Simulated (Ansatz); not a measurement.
`[CH3][Ga-]([Cl])([Cl])[OH+][SiH3]` at its PBE0-D4/def2-TZVP geometry, where that method's forces vanish. Total charge 0; spin multiplicity 1.

```xyz
13

C     2.2471    0.1272    0.5814
Ga    0.5627   -0.8357    0.7551
Cl    0.0338   -2.3928   -0.6701
Cl   -0.3698   -1.1244    2.7107
O    -0.9635    0.5040    0.2122
Si   -1.7812    0.5371   -1.2748
H     2.4037    0.4270   -0.4557
H     3.0745   -0.5171    0.8827
H     2.2444    1.0125    1.2180
H    -1.4985    0.5449    1.0162
H    -2.5296    1.8165   -1.3071
H    -0.7120    0.5060   -2.2891
H    -2.7116   -0.6052   -1.3796
```

Task: What forces (eV/Å) does B3LYP-D4/def2-TZVPP give on these atoms in Ansatz 0.2.0? (Estimate.)

Result: Ansatz gave: 
```
C1   0.197  0.113 -0.023
Ga2  0.107  0.026  0.004
Cl3 -0.040 -0.198 -0.160
Cl4 -0.099 -0.038  0.233
O5  -0.060  0.045  0.050
Si6 -0.104  0.043 -0.204
H7  -0.004 -0.011  0.059
H8  -0.041  0.038 -0.017
H9   0.005 -0.046 -0.038
H10  0.009  0.025  0.028
H11  0.046 -0.084 -0.004
H12 -0.082  0.002  0.070
H13  0.068  0.085  0.002
```

B3LYP here is the variant with VWN-RPA as its local correlation; programs differ in this.
